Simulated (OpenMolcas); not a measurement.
A ladder of methods for CH4FGeN (SMILES [H]/N=[C](/F)[GeH3])

The species is CH4FGeN (8 atoms), meant as a singlet with charge 0. SMILES: `[H]/N=[C](/F)[GeH3]`. Geometry: relaxed at PBE0-D4/def2-TZVP.

Quantity: the vertical energy of the triplet above the singlet, in eV. The values are calculated.

```
                                                       level                   kind     program  value (eV)  less CCSD(T)/6-31G*  CPU time (all runs)
                          SVWN5/6-31G* (spherical functions)                    LDA  OpenMolcas        4.96                -0.37                 53 s
                          M06-L/6-31G* (spherical functions)               meta-GGA  OpenMolcas        4.91                -0.42              1.7 min
                           TPSS/6-31G* (spherical functions)               meta-GGA  OpenMolcas        4.83                -0.50              1.9 min
                          B3LYP/6-31G* (spherical functions)          global hybrid  OpenMolcas        4.93                -0.40                 78 s
                          BHLYP/6-31G* (spherical functions)          global hybrid  OpenMolcas        4.89                -0.44                 92 s
                         M06-2X/6-31G* (spherical functions)        hybrid meta-GGA  OpenMolcas        5.09                -0.24                2 min
                          B3LYP/6-31G* (Cartesian functions)          global hybrid  OpenMolcas        4.94                -0.39                 96 s
CCSD(T)/6-31G* (spherical functions), open shells restricted  coupled cluster or CI  OpenMolcas        5.33                 0.00              2.8 min
```

Differences are taken from CCSD(T)/6-31G* (spherical functions), open shells restricted for orientation; it has basis-set and higher-order errors of its own. All-electron rows without a relativistic Hamiltonian named are non-relativistic. The values span 4.83 to 5.33 eV. In the correlated wave-function rows the outer d shell of Ge is correlated, in sets not made for it. CPU times are rough (shared hosts, several kinds of processor): they show what a rung costs within a factor of a few.
